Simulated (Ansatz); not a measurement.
Consider the ligand exchange at the In–N bond: `[NH2][In]([Cl])[Br]` + HBr → `[Cl][In]([Br])[Br]` + NH₃.

Computed with Ansatz on PBE0-D4/def2-TZVP structures; ΔE is electronic, products minus reactants. CBS: MP2 limit from def2 TZ/QZ plus the TZ coupled-cluster correction, frozen cores. This one scheme is used for every species. Functionals use def2-TZVPP. Elements past krypton have def2 core potentials. For Br, In outer-core shells are correlated without core-valence functions, which leaves a few kJ/mol of doubt a bond. Scalar relativity is left out up to krypton. Each species was taken in one conformer, which may not be the lowest.

`[NH2][In]([Cl])[Br]`:

Cartesian coordinates in Å:
```
N -0.088 -1.246 0.206
In -0.059 0.740 -0.037
Cl 0.872 2.087 1.595
Br -1.193 1.841 -1.903
H -0.184 -1.793 -0.638
H 0.652 -1.629 0.778
```

HBr:

Z-matrix (Å, degrees):
```
Br
H 1 1.420
```

`[Cl][In]([Br])[Br]`:

```xyz
4

Cl    0.059   -1.463   -1.803
In    0.001   -0.014   -0.018
Br    1.855    1.521    0.337
Br   -1.915   -0.044    1.483
```

NH₃:

Cartesian coordinates in Å:
```
N 0.166 0.213 0.080
H 0.478 -0.200 -0.791
H 0.147 -0.527 0.770
H -0.791 0.514 -0.060
```

```csv
level,ΔE (kJ/mol)
PBE-D4,-112.7
CAM-B3LYP-D4,-112.8
PBE-QIDH,-119.0
RPA@PBE/def2-TZVPP,-104.0
HF/def2-SVP,-135.1
CCSD/def2-SVP,-117.0
HF/def2-QZVPP,-133.2
CCSD/CBS(def2),-116.6
```

**Question.** What does CCSD(T)/CBS give? (Best estimate.)

**Answer.** Ansatz gave: -114.3 kJ/mol. The listed levels differ from it by 1.6, 1.5, -4.7, 10.3, -20.8, -2.7, -18.9, -2.3 kJ/mol.

Largest T1 diagnostic among the species: 0.012.

From PBE to PBE0 (25 % exact exchange), in def2-TZVPP and without D4, ΔE moves by −6.6 kJ/mol. In def2-TZVPP, CCSD(T) changes the Hartree–Fock value by +23.7 kJ/mol (the triples alone add +2.3 kJ/mol) and MP2 by +21.7 kJ/mol.

CCSD(T)/CBS has its own doubt, a few kJ/mol and more with outer-core shells, so smaller differences from it don't rank the levels.
